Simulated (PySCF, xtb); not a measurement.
ethanol (C2H6O), SMILES CCO.

GFN2-xTB run with xtb 6.7.1 at its own geometry gives an orbital gap of 12.89 eV and a dipole moment of 2.00 D.

Coordinates come from a PBE0-D3(BJ)/def2-TZVP optimisation. One conformer was computed; it need not be the lowest.

Task: What does HF/def2-TZVPD (PySCF) give? (Estimate from the structure and the level; the computed values follow.)

Result: gap 13.95 eV (levels -12.06 and 1.89 eV), dipole 1.82 D.
